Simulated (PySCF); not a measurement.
Run record: geometry optimisation, `F[SiH2][AsH][SiH3]`.

Computed with PBE0-D3(BJ)/def2-SVP geometry optimisation, gas phase (PySCF 2.14.0). Start geometry: GFN2-xTB. The input is one job of a driver script: a line of settings, then coordinates in Å.

Input:
```
{"job": {"xc": "PBE0", "basis": "def2-SVP", "d3": "d3bj", "grid": 1, "maxiter": 30, "shake": 0.01, "kind": "geom"}, "charge": 0, "multiplicity": 1}
F      2.033750     1.418220    -0.077940
Si     1.734670    -0.155630     0.008540
As    -0.118390    -0.492180    -1.350060
Si    -1.675400     0.394070     0.087530
H      2.981370    -0.736380    -0.508160
H      1.644910    -0.369640     1.452350
H     -0.286320    -1.903020    -0.844220
H     -3.031900     0.028860    -0.396570
H     -1.621170     1.861260     0.111640
H     -1.611070    -0.066470     1.495830
```

Output:
```
step   0  E = -2917.21986117  max force = 0.023711
step   1  E = -2917.22602982  max force = 0.006070
step   2  E = -2917.22684451  max force = 0.000982
step   3  E = -2917.22687543  max force = 0.000285
step   4  E = -2917.22689060  max force = 0.000239
step   5  E = -2917.22689895  max force = 0.000356
optimisation converged
```

Energies in Eh; «max force» is the largest Cartesian gradient component in Eh/bohr.

**Question.** How much energy does the optimisation release, in eV?

**Answer.** E(step 0) − E(last step) = 0.007038 Eh, which is 0.192 eV.

In short: final energy -2917.22690 Eh after 5 steps; dipole 1.62 D.

**Question.** Give the final coordinates.

**Answer.** 0.099 Å rms from the input after alignment:
```
atom  x, y, z in Å
F1     2.0580    1.5337   -0.0995
Si2    1.7323   -0.0602   -0.0261
As3   -0.1260   -0.4760   -1.4122
Si4   -1.6937    0.3737    0.1480
H5     2.9125   -0.8062   -0.5506
H6     1.5048   -0.4059    1.4073
H7    -0.2294   -1.8988   -0.8619
H8    -3.0619   -0.0404   -0.2837
H9    -1.5947    1.8627    0.1159
H10   -1.4488   -0.1065    1.5421
```

**Question.** Estimate the wall time. Hardware: one thread, Arm Neoverse V1 (aarch64), on a shared host. And the peak memory of the process?

**Answer.** About 30 s, with 0.46 GiB resident at the peak, the Python interpreter and its libraries included.
Labels such as C1 count atoms from 1, the log's own numbers from 0.
